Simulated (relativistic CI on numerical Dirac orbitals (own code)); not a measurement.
**The spin-orbit constant of V4+ from its measured fine structure**

Problem. The ground term ²D of V4+ (3s²3p⁶3d) has the measured levels J = 3/2: 0.0, J = 5/2: 624.9 cm⁻¹ (Sugar and Corliss, J. Phys. Chem. Ref. Data 7, 1191 (1978)). Test the interval rule and estimate ζ(3d).

Working.
1. In LS coupling E(J) − E(J − 1) = AJ. The intervals give A = 249.9 (J = 5/2) cm⁻¹.
2. A doublet has one interval, so the rule cannot be tested.
3. The whole width divided by the sum of the upper J values gives a mean A = 249.9 cm⁻¹.
4. For the Hund term of a shell that is less than half full, A = +ζ/2S with 2S = 1, so ζ = 250 cm⁻¹.

Check. The value calculated from Dirac-Coulomb-Breit radial functions of this configuration is ζ = 235 cm⁻¹, 6 % below the estimate from measurement. The same recipe applied to the calculated levels returns 238 cm⁻¹, which shows the bias of the recipe itself.
